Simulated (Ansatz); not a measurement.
Compare A (`N=C([SiH3])[SiH3]`) with its isomer B (`N[SiH]1C[SiH2]1`).

Computed with Ansatz on PBE0-D4/def2-TZVP structures; ΔE is electronic, products minus reactants. CCSD(T)/CBS adds triple-zeta CCSD(T) − MP2 to the extrapolated MP2 energy (def2 sets, frozen cores). DFT in def2-TZVPP. B3LYP here is the variant with VWN-RPA as its local correlation; programs differ in this. One conformer a species, not always the lowest.

Q: Which isomer does CCSD(T)/CBS put lower? Give the gap. (An estimate is asked.)

A: The calculation gave: B, by 23.3 kcal/mol.

Q: Give E(B) − E(A) in kcal/mol with PBE-D4, CCSD(T)/def2-TZVPP, B3LYP-D4, PBE0-D4, HF/def2-TZVPP, CCSD(T)/def2-SVP, B2PLYP. (Estimate.)

A: Ansatz gave: PBE-D4 -25.8, CCSD(T)/def2-TZVPP -21.3, B3LYP-D4 -20.4, PBE0-D4 -28.2, HF/def2-TZVPP -15.4, CCSD(T)/def2-SVP -13.5, B2PLYP -21.5. None reverses the order clearly.

Q: Does the order hold for the free energy at 298.15 K (harmonic terms from PBE0-D4)? (Estimate.)

A: Ansatz gave: Yes: G(B) − G(A) = -17.9 kcal/mol, for one conformer each. Modes under 60 cm⁻¹, often nearly free rotors, make the harmonic entropy too high.

Largest T1 diagnostic: 0.013.

From r2SCAN to r2SCAN0 (25 % exact exchange), in def2-TZVPP and without D4, E(B) − E(A) moves by −1.8 kcal/mol. Leaving LDA and LC-ωPBE aside and taking each functional with its dispersion term where it has one, the values, not all of them listed here, spread over 11.5 kcal/mol, from r2SCAN0-D4 to BLYP-D4. LDA lies −7.0 kcal/mol from PBE without D4.
